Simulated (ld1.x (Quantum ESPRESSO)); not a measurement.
**How hard is this Hf PAW potential?**

```
Element                 : hafnium
Generator               : ld1.x (Quantum ESPRESSO) 7.5
Type                    : PAW
Functional              : PBEsol
Relativity              : scalar-relativistic
Frozen core             : [Kr] 4d10 4f14
Valence charge          : 12
Reference configuration : 5s2 5p6 5d2 6s2 6p0
Partial waves           : 5s (bound): rcut 1.65, rcutus 1.75 bohr; 6s (bound): rcut 1.65, rcutus 1.75 bohr; 5p (bound): rcut 1.75, rcutus 2.20 bohr; 6p (bound, empty): rcut 1.75, rcutus 2.20 bohr; 5d (bound): rcut 2.30, rcutus 2.65 bohr; 5d channel at 0.45 Ry: rcut 2.30, rcutus 2.65 bohr
Local potential         : all-electron potential smoothed inside 2.45 bohr (lloc = -1)
Core correction         : Bessel-smoothed model core inside 1.30 bohr
Augmentation charge     : PSQ, inside the norm-conserving radii
```

The pseudo-atom Hamiltonian at the reference potential is diagonalised in spherical Bessel functions j_l(qr) that vanish at 20 bohr, with q² up to the cutoff. All-electron valence levels (Ry): 5s -4.9274, 6s -0.3771, 5p -2.6158, 6p -0.1007, 5d -0.1995.

**Question.** How do the lowest levels (Ry) of each channel move with the cutoff, and are there ghosts?

**Answer.**

| cutoff (Ry) | s #1 | s #2 | s #3 | p #1 | p #2 | d #1 | f #1 | f #2 | Σ f·Δε (mRy) |
| --- | --- | --- | --- | --- | --- | --- | --- | --- | --- |
| 8 | -4.7714 | -0.3337 | 0.0055 | -2.5346 | -0.0695 | -0.1640 | 0.1039 | 0.2211 | 957.1 |
| 10 | -4.8552 | -0.3483 | 0.0039 | -2.5836 | -0.0744 | -0.1884 | 0.1039 | 0.2211 | 417.4 |
| 12 | -4.8980 | -0.3582 | 0.0028 | -2.6046 | -0.0783 | -0.1973 | 0.1039 | 0.2211 | 168.5 |
| 15 | -4.9174 | -0.3651 | 0.0021 | -2.6142 | -0.0841 | -0.1992 | 0.1039 | 0.2211 | 54.3 |
| 18 | -4.9261 | -0.3716 | 0.0014 | -2.6153 | -0.0892 | -0.1993 | 0.1039 | 0.2211 | 17.3 |
| 21 | -4.9269 | -0.3742 | 0.0011 | -2.6153 | -0.0950 | -0.1994 | 0.1039 | 0.2211 | 10.1 |
| 25 | -4.9269 | -0.3758 | 0.0009 | -2.6155 | -0.0999 | -0.1995 | 0.1039 | 0.2211 | 5.2 |
| 30 | -4.9271 | -0.3768 | 0.0008 | -2.6157 | -0.1004 | -0.1995 | 0.1039 | 0.2211 | 1.8 |
| 35 | -4.9273 | -0.3771 | 0.0008 | -2.6157 | -0.1005 | -0.1995 | 0.1039 | 0.2211 | 0.7 |
| 40 | -4.9274 | -0.3771 | 0.0007 | -2.6157 | -0.1006 | -0.1995 | 0.1039 | 0.2211 | 0.4 |
| 45 | -4.9274 | -0.3771 | 0.0007 | -2.6158 | -0.1007 | -0.1995 | 0.1039 | 0.2211 | 0.3 |
| 400 | -4.9274 | -0.3771 | 0.0007 | -2.6158 | -0.1007 | -0.1995 | 0.1039 | 0.2211 | 0.0 |

Result: no extra level below or beside the all-electron valence levels (s, p, d, f tested); 10 mRy is reached at 25 Ry and 1 mRy at 35 Ry.

Test run stopped at test 3 of 7 (negative rho).
